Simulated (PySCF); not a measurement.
CHO2, SMILES O=[C]O, doublet, PBE0/def2-SVP optimised geometry.

```
4

O     -0.11     1.13     0.00
C     -0.71     0.11     0.00
O     -0.27    -1.13     0.00
H      0.71    -1.13     0.00
```

Density from unrestricted PBE0/def2-TZVP run with PySCF 2.14.0 at that geometry.

Minimum of the electron density along straight lines between bonded atoms, close to the bond critical point (lines longer than 1.1 times the sum of covalent radii, or with two minima, are not listed):

```tsv
bond	length / Å	ρ at the minimum / e bohr⁻³	∇²ρ there / e bohr⁻⁵	position (fraction from the first atom)
O1–C2	1.182	0.442	0.39	0.67
C2–O3	1.313	0.326	-0.50	0.34
O3–H4	0.978	0.343	-2.32	0.81
```
